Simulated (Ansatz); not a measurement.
```yaml
crystal:
  periodic: [false, false, false]
  atoms:
    - {symbol: O, position_ang: [0.438679, 2.030240, 0.456334]}
    - {symbol: C, position_ang: [0.649394, 0.818387, 0.295318]}
    - {symbol: N, position_ang: [-0.146655, 0.061832, -0.021921]}
    - {symbol: Ga, position_ang: [-0.558693, -1.511941, -0.394493]}
    - {symbol: H, position_ang: [-0.423441, 2.163716, 0.278139]}
    - {symbol: H, position_ang: [1.619883, 0.630103, 0.489462]}
    - {symbol: H, position_ang: [-1.081662, -2.310854, 0.677527]}
    - {symbol: H, position_ang: [-0.497505, -1.881475, -1.780357]}
basis:
  gaussian: {orbitals: def2-mTZVP}
magnetization: {spin_polarized: true, initial_magnetization: 2}
hamiltonian: {xc: {name: wB97M-V}}
```

```sh
$ ansatz run in.yaml --threads 2 --pin off --events-out ev --progress --plain --max-ram 4352MiB
```

Output, abridged:

```
Functional definition: wB97M-V
1014 factors; integrals over basis functions are off by at most 9.5e-4 eV
278 factors; integrals over basis functions are off by at most 1.2e-5 eV
mean field evaluation 1: about -56989.3641 eV, gradient 5.8e1 eV
mean field evaluation 2: about -56937.1835 eV, gradient 1.1e2 eV
mean field evaluation 4: about -57004.3970 eV, gradient 8.5e0 eV
mean field evaluation 8: about -57005.1550 eV, gradient 5.8e-1 eV
mean field evaluation 16: about -57005.1652 eV, gradient 9.7e-2 eV
mean field evaluation 32: about -57006.5793 eV, gradient 1.1e-5 eV
mean field -57006.57933579 eV, -2094.9531501431 hartree, gradient 1.1e-5 eV, S^2 2.007313; 4 other end points of the search recorded, 0 dependent functions left out
reference -57006.57938092 eV, -2094.9531518016 hartree; 29, 27 occupied and 81, 83 virtual orbitals, 1014 factors
Total energy: -57006.57938092 eV, -2094.9531518016 hartree
```

Hardware: 2 threads of an AMD EPYC 9R45 on a shared host. Wall time 11 s, peak host memory 0.52 GiB.
